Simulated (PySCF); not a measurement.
Cd(Me) (CH3Cd), SMILES [CH3][Cd+], charge +1. Heavy atoms are numbered as in [Cd+:1][CH3:2]. Hydrogens are named by the atom that carries them.

Geometry optimised at B3LYP-D3(BJ)/def2-TZVP. The multiplicity is an assumed one; other spin states were not compared. The isomer is the one that the SMILES or the coordinates give; other isomers of the formula were not compared. The def2 effective core potentials stand for the cores of Cd; spin–orbit coupling is left out.

Computed with PySCF with CAM-B3LYP/def2-TZVPD.

Mulliken values depend strongly on the basis, most of all with diffuse functions as here. ESP charges are fitted to the potential on shells at 1.4 to 2.0 van der Waals radii. Atomic charges (e), one atom of each kind:

```
atom      ESP fit  Mulliken
--------  -------  --------
Cd1          1.01      0.82
C2 (CH3)    -1.25     -0.65
H on C2      0.42      0.28
```
